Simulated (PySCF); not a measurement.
C2H3AlClF, SMILES C=[CH][Al]([F])[Cl]. Atoms are numbered in the order given.

```xyz
8

Al     0.5188    -0.1589     0.0000
F      1.9592    -1.0115     0.0000
Cl    -1.2670    -1.2783     0.0000
C      0.4521     1.7713     0.0000
C     -0.7363     2.4167     0.0000
H      1.3740     2.3826     0.0000
H     -0.8112     3.5198     0.0000
H     -1.6969     1.8708     0.0000
```
Charge 0, spin multiplicity 1.

The structure is a stationary point at PBE-D3(BJ)/def2-SVP. The structure was generated by enumeration; whether it is a known compound was not checked. The values are those of a single conformer.

Method: TDA-B3LYP/def2-SVPD (PySCF).

Vertical excitations. Gas-phase values at a fixed geometry. State labels are in the subgroup Cs.

**Question.** List the lowest excited states. (An estimate is asked for; the answer gives what the named calculation found.)

**Answer.** 
```csv
state,symmetry,energy (eV),λ (nm),f,main pairs
S1,A",5.86,212,0.006,HOMO−1→LUMO 96 %
S2,A",6.27,198,0.013,HOMO→LUMO+1 98 %
S3,A",6.38,194,0.000,HOMO−2→LUMO 96 %
S4,A',6.41,193,0.163,"HOMO→LUMO 73 %, HOMO−3→LUMO 13 %"
S5,A',6.81,182,0.044,HOMO−3→LUMO 82 %
S6,A',7.04,176,0.240,"HOMO−1→LUMO+1 75 %, HOMO−2→LUMO+1 18 %"
S7,A',7.17,173,0.054,"HOMO−2→LUMO+1 77 %, HOMO−1→LUMO+1 17 %"
S8,A",7.30,170,0.068,HOMO−3→LUMO+1 98 %
S9,A",7.78,159,0.006,"HOMO−1→LUMO+2 62 %, HOMO−4→LUMO 28 %"
S10,A",7.81,159,0.020,HOMO→LUMO+3 91 %
T1,A',3.99,311,0,HOMO→LUMO 89 %
T2,A",5.23,237,0,HOMO−1→LUMO 91 %
T3,A",6.11,203,0,HOMO→LUMO+1 97 %
T4,A",6.31,197,0,HOMO−2→LUMO 91 %
```
Triplets are in the Tamm–Dancoff approximation.
